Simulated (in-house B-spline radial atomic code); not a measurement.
## Ionising Si with different functionals

Computed with a radial B-spline atomic code at the basis-set limit: scalar-relativistic (spin-free X2C) Hamiltonian, Fermi nucleus of rms radius 3.1224 fm, spin-polarised at highest spin, spherical fractional occupations for the functionals, the average over the highest-spin determinants for Hartree-Fock. The ionisation energy is the difference of two self-consistent energies, [Ne] 3s2 3p2 → [Ne] 3s2 3p1, without Breit or QED terms; ε is the level of the shell that loses the electron (its least bound occupied spin orbital).

Hybrids are left out here: with spherical fractional occupations of an open shell their exact exchange keeps a self-interaction that integer-occupation calculations don't have.

```json
{"method": "Hartree-Fock", "rung": "Hartree-Fock", "ΔSCF (eV)": "7.64", "-ε(3p) (eV)": "8.08"}
{"method": "LDA VWN5", "rung": "LDA", "ΔSCF (eV)": "8.27", "-ε(3p) (eV)": "4.62"}
{"method": "LDA PW92", "rung": "LDA", "ΔSCF (eV)": "8.26", "-ε(3p) (eV)": "4.61"}
{"method": "LDA exchange-only", "rung": "LDA", "ΔSCF (eV)": "7.43", "-ε(3p) (eV)": "3.90"}
{"method": "PBE", "rung": "GGA", "ΔSCF (eV)": "?", "-ε(3p) (eV)": "?"}
{"method": "PBEsol", "rung": "GGA", "ΔSCF (eV)": "8.23", "-ε(3p) (eV)": "4.59"}
{"method": "BLYP", "rung": "GGA", "ΔSCF (eV)": "8.00", "-ε(3p) (eV)": "4.33"}
{"method": "RPBE", "rung": "GGA", "ΔSCF (eV)": "8.26", "-ε(3p) (eV)": "4.62"}
{"method": "PW91", "rung": "GGA", "ΔSCF (eV)": "8.30", "-ε(3p) (eV)": "4.65"}
{"method": "BP86", "rung": "GGA", "ΔSCF (eV)": "8.32", "-ε(3p) (eV)": "4.67"}
{"method": "AM05", "rung": "GGA", "ΔSCF (eV)": "8.19", "-ε(3p) (eV)": "4.55"}
{"method": "OLYP", "rung": "GGA", "ΔSCF (eV)": "8.10", "-ε(3p) (eV)": "4.42"}
{"method": "TPSS", "rung": "meta-GGA", "ΔSCF (eV)": "8.31", "-ε(3p) (eV)": "4.68"}
{"method": "SCAN", "rung": "meta-GGA", "ΔSCF (eV)": "8.42", "-ε(3p) (eV)": "4.84"}
{"method": "r2SCAN", "rung": "meta-GGA", "ΔSCF (eV)": "?", "-ε(3p) (eV)": "?"}
{"method": "revTPSS", "rung": "meta-GGA", "ΔSCF (eV)": "8.30", "-ε(3p) (eV)": "4.67"}
```

Problem. What does PBE give?

Solution. ΔSCF 8.26 eV, and -ε(3p) = 4.62 eV.

Problem. What does r2SCAN give?

Solution. ΔSCF 8.41 eV, and -ε(3p) = 4.84 eV.

Problem. How do they compare with the NIST value?

Solution. NIST lists 8.152 eV (measured, ground level to ground level). Errors run from -0.72 to +0.27 eV; AM05 is closest (+0.04 eV), but part of that can be cancellation, since the calculations leave out spin-orbit coupling, Breit-QED terms, multiplet and fine-structure energies. Hartree-Fock also lacks correlation.
